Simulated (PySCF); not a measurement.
Te(2+) (tellurium, charge +2) across methods

[Kr] 4d10 5s2 5p1 6s1, high-spin 3P determinant (an excited configuration). Calculation: PySCF 2.14, in aug-cc-pwCVTZ-DK3 (10s9p7d4f1g, 109 functions); scalar relativity by spin-free X2C-1e.

| method | E (hartree) | mean ε 5s β (eV) | mean ε 5p α (eV) | mean ε 6s α (eV) | Σ⟨r²⟩ (bohr²) | ⟨S²⟩ |
| --- | --- | --- | --- | --- | --- | --- |
| r2SCAN | -6791.99 | -35.670 | -26.135 | -12.540 | 54.66 | 2.003 |
| LDA | -6785.64 | -35.968 | -25.777 | -12.656 | 53.82 | 2.001 |
| PBE | -6791.59 | -35.476 | -25.676 | -12.596 | 54.18 | 2.001 |
| PBE0 | -6791.66 | -36.549 | -26.964 | -13.052 | 54.43 | 2.002 |

Q: Estimate the same row for UHF.

A: E (hartree) = -6789.19127; mean ε 5s β (eV) = -38.551; mean ε 5p α (eV) = -30.026; mean ε 6s α (eV) = -13.994; Σ⟨r²⟩ (bohr²) = 55.50; ⟨S²⟩ = 2.006.

The outer electron is Rydberg-like, and this basis confines it to a smaller radius and binds it less than a complete one would.
